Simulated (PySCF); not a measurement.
Question: What does the CAM-B3LYP/6-31G* structure of `BrC1=CC=CO1` look like in three dimensions?

Answer: 
```
atom  x, y, z in Å
Br1    2.9834   -0.1541    0.6120
C2     1.1502   -0.0206    0.3027
C3     0.3809    1.0058   -0.1322
C4    -0.9545    0.4884   -0.1644
C5    -0.8749   -0.7973    0.2516
O6     0.4142   -1.1249    0.5425
H7     0.7175    1.9966   -0.3949
H8    -1.8496    1.0155   -0.4603
H9    -1.5971   -1.5855    0.3931
```

Any rigid rotation of these coordinates is as good. Atoms count from 1 in this order. The 6 heavy atoms lie in one plane (0.000 Å rms). The 5-membered ring C2–C3–C4–C5–O6 has internal angles of 105.3° to 111.6° (sum 540°, against 540° for a flat polygon); it is planar, 0.00 Å rms from its mean plane, widest ring torsion 0°. The 3 C–C bonds span 1.354 Å (C4–C5, aromatic) to 1.432 Å (C3–C4, aromatic), a spread of 0.078 Å.

Bonds between heavy atoms (Å): Br1–C2 1.864, C2–C3 1.354, C3–C4 1.432, C4–C5 1.354, C5–O6 1.362, C2–O6 1.349.

Method: PySCF 2.14.0, CAM-B3LYP/6-31G* geometry optimisation, gas phase.

Point group: Cs (every atom within 0.08 Å of its image). CAM-B3LYP/6-31G* frequencies: not computed here.
